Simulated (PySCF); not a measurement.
**Structure from NMR data**

Molecular formula: C6H6F2Si. Simulated spectra:

¹H NMR (600 MHz, computed): δ 7.52 (m, 1H), 5.48 (m, 1H), 5.45 (m, 1H), 3.28 (m, 1H), 3.16 (m, 1H), 2.24 (s, 1H).

¹³C{¹H} NMR (computed): δ 166.8, 157.9, 88.4, 85.2, 84.4, 51.1.

How the numbers were obtained: geometry from GFN2-xTB, shieldings: GIAO PBE0/pcSseg-1, in PySCF 2.14 (in vacuum, one conformer, no relativistic terms).

Scale: TMS for ¹H, ¹³C (reference shieldings calculated alike).

Propose a structure and justify it.

Answers


1. The formula gives 4 degrees of unsaturation (1 ring in the answer).
2. 6 carbon signals for 6 carbons: no two carbons are equivalent.
3. Carbon types of the structure: 3 × C, 2 × CH, 1 × CH2, leaving 2 H on heteroatoms.
4. δC 166.8: alkene CH.
5. δC 157.9: fully substituted alkene carbon; as expected for a trigonal carbon in a double bond.
6. δC 88.4: allylic fully substituted sp3 carbon bonded to F; deshielded by the electronegative neighbour.
7. δC 85.2: alkyne carbon; the triple bond shields along its axis, which puts it between sp3 and sp2 carbons.
8. δC 84.4: terminal alkyne carbon; the triple bond shields along its axis, which puts it between sp3 and sp2 carbons.
9. δC 51.1: allylic sp3 CH2; saturated and bonded to C and H only.
10. δH 2.24: hydrogen on a terminal alkyne carbon; it lies on the axis of the triple bond, in its shielding cone.

Structure: SMILES C1=C([SiH2]F)[C@](C#C)(F)C1.

This is the structure that produced the data.

Splittings by ¹⁹F in the carbon and heteronuclear signals aren't shown, as no couplings were computed. Shifts are as computed. Against solution values, carbons near 30 ppm lie about +3 ppm off and those near 130 ppm about +5 ppm. Of 1309 compounds with measured shifts, 239 miss one by over three times the rms of a fit or turn the order of signals round; such compounds aren't used in these exercises. No couplings were computed; multiplicities are counted from neighbouring protons, with m where these are inequivalent, close in shift, in a saturated or five-membered ring or joined by F or P, and br s for small geminal =CH2 splittings.
